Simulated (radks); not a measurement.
Excited configurations of Ta2+: one electron is placed in a higher orbital outside [Xe] 4f14 5d2. The ground configuration is [Xe] 4f14 5d3. All-electron calculation, scalar-relativistic Kohn-Sham, PBE, spin-polarised, spherical densities, finite nucleus; open shells are filled with parallel spins first (spin-orbit coupling, left out, can overturn this in heavy ions); Fermi nuclear charge, rms radius 5.3507 fm. Program: a radial shooting solver on a logarithmic mesh with Libxc functionals. Excitation = E - E(ground); binding = E(ion) - E, where the ion is the core of charge +3; n* = 3/sqrt(2 binding) in atomic units, and the quantum defect is n - n*.

[
 {"outer orbital": "5f", "excitation (eV)": "16.069", "binding (eV)": "8.346", "n*": "3.830", "quantum defect": "1.170", "eigenvalue (eV)": "-6.546"},
 {"outer orbital": "6s", "excitation (eV)": "0.408", "binding (eV)": "24.007", "n*": "2.258", "quantum defect": "3.742", "eigenvalue (eV)": "-20.385"},
 {"outer orbital": "6p", "excitation (eV)": "6.871", "binding (eV)": "17.544", "n*": "2.642", "quantum defect": "3.358", "eigenvalue (eV)": "-14.657"},
 {"outer orbital": "6d", "excitation (eV)": "13.833", "binding (eV)": "10.582", "n*": "3.402", "quantum defect": "2.598", "eigenvalue (eV)": "-8.809"},
 {"outer orbital": "6f", "excitation (eV)": "18.781", "binding (eV)": "5.634", "n*": "4.662", "quantum defect": "1.338", "eigenvalue (eV)": "-4.669"},
 {"outer orbital": "7s", "excitation (eV)": "12.969", "binding (eV)": "11.446", "n*": "3.271", "quantum defect": "3.729", "eigenvalue (eV)": "-9.897"},
 {"outer orbital": "7p", "excitation (eV)": "15.106", "binding (eV)": "9.309", "n*": "3.627", "quantum defect": "3.373", "eigenvalue (eV)": "-8.007"},
 {"outer orbital": "7d", "excitation (eV)": "17.901", "binding (eV)": "6.515", "n*": "4.336", "quantum defect": "2.664", "eigenvalue (eV)": "-5.531"},
 {"outer orbital": "7f", "excitation (eV)": "20.456", "binding (eV)": "3.959", "n*": "5.561", "quantum defect": "1.439", "eigenvalue (eV)": "-3.378"}
]

The Delta-SCF ionisation energy is 24.415 eV (NIST Atomic Spectra Database: 23 eV, theoretical). Self-interaction in the functional shifts the binding energies and quantum defects, so they are the method's values and not measured ones. Open shells are spherical and high-spin; term and fine-structure splittings are not resolved. Spin-orbit splitting is averaged out at the scalar-relativistic level.
